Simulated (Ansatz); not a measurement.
Geometry optimisation, RKS PBE0-D4/def2-SVP in Ansatz 0.2.0.

The input (input.yaml):

```yaml
crystal:
  periodic: [false, false, false]
  atoms:
    - { symbol: W, position_ang: [0.0, 0.0, 0.0] }
    - { symbol: F, position_ang: [0.0, 0.0, 2.2] }
    - { symbol: Cl, position_ang: [2.39, 0.0, 0.0] }
    - { symbol: F, position_ang: [0.0, 1.85, 0.0] }
    - { symbol: F, position_ang: [-1.85, 0.0, 0.0] }
    - { symbol: O, position_ang: [0.0, -1.94, 0.0] }
    - { symbol: H, position_ang: [0.3816, -2.2771, 0.8723] }
    - { symbol: F, position_ang: [0.0, 0.0, -1.85] }
    - { symbol: H, position_ang: [1.3275, 1.3829, 0.637] }
    - { symbol: H, position_ang: [0.9769, 1.0177, 1.6302] }
basis:
  gaussian: { orbitals: def2-SVP }
hamiltonian:
  xc: pbe0
  dispersion: d4
relax:
  f_tol: 0.15
  max_steps: 25
  restrain:
    - { distance: [0, 8], at: 1.72, k: 30.0 }
    - { distance: [9, 1], at: 0.92, k: 30.0 }
    - { distance: [0, 1], at: 3.05, k: 30.0 }
    - { distance: [9, 8], at: 1.86, k: 30.0 }
```

Launched with:

```bash
$ ansatz run input.yaml --threads 4 --pin off --max-ram 5120MiB --backend cpu --events-out ev --progress --plain --runs-dir out
```

Problem. Where does it end, and by what steps?

Solution. The run converged. The restraints hold the end off the free minimum; the threshold counts their pulls, which the force column leaves out. Restrained pairs: W1–H9 (2.02 → 1.71 Å), F2–H10 (1.52 → 0.92 Å), W1–F2 (2.20 → 3.05 Å), H9–H10 (1.11 → 1.87 Å). After 15 steps the energy has fallen by 3.640 eV (the restraints' own energy left out); Cl3 moved furthest, 1.31 Å.

```csv
step,energy less start (eV),largest force component (eV/Å),accepted
0,0.0000,3.352,yes
1,0.4151,4.624,yes
2,-0.1405,5.161,yes
3,-1.2070,3.227,yes
4,-2.0324,2.002,yes
5,-2.6271,1.659,yes
6,-2.9579,1.036,yes
7,-3.1830,0.598,yes
8,-3.3730,0.536,yes
9,-3.4693,0.932,yes
10,-3.5712,0.498,yes
11,-3.6086,0.685,yes
12,-3.6146,0.244,yes
13,-3.5079,1.534,no
14,-3.6360,0.307,yes
15,-3.6403,0.341,yes
```

```xyz
10
Properties=species:S:1:pos:R:3
W 0.176 0.037 -0.323
F -0.322 0.673 2.613
Cl 2.256 -0.611 -1.146
F -0.083 1.838 0.066
F -1.660 -0.163 -0.162
O 0.170 -1.620 0.509
H 0.943 -2.143 0.758
F -0.009 0.482 -2.122
H 1.305 0.406 0.904
H 0.449 1.133 2.393
```

The run took 52 s on 4 threads of Arm Neoverse V2, on a shared host, peak memory 0.42 GiB.
